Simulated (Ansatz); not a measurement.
System: CdCl$_{2}$, net charge 1, doublet state. SMILES of the parent species: [Cl][Cd][Cl]

Atoms: Cd1, Cl2, Cl3. Bonds: Cd1-Cl2, Cd1-Cl3.

Bond lengths (Å) and angles (degrees) optimised at HF/STO-3G with Ansatz (a first-principles code); B3LYP/LANL2DZ with Ansatz; MP2/6-31G* with LANL2DZ past Ar with Ansatz, each started from the B3LYP-D3(BJ)/def2-TZVP structure (Ansatz) of the last column. A row stands for all coordinates that are equal there. 6-31G* holds six Cartesian d functions. No wavenumbers were computed at HF/STO-3G, B3LYP/LANL2DZ, MP2/6-31G* with LANL2DZ past Ar, so these may be saddle points.

| coordinate | HF/STO-3G | B3LYP/LANL2DZ | MP2/6-31G* with LANL2DZ past Ar | B3LYP-D3(BJ)/def2-TZVP |
|---|---|---|---|---|
| Cd1-Cl2 | 2.172 to 2.476 | 2.443 | 2.257 to 2.572 | 2.317 |
| Cl2-Cd1-Cl3 | 180.0 | 180.0 | 180.0 | 180.0 |

A range marks coordinates that this level makes unequal.

Mean signed difference of all 2 bond lengths from B3LYP-D3(BJ)/def2-TZVP: HF/STO-3G 0.007 Å, B3LYP/LANL2DZ 0.126 Å, MP2/6-31G* with LANL2DZ past Ar 0.098 Å.
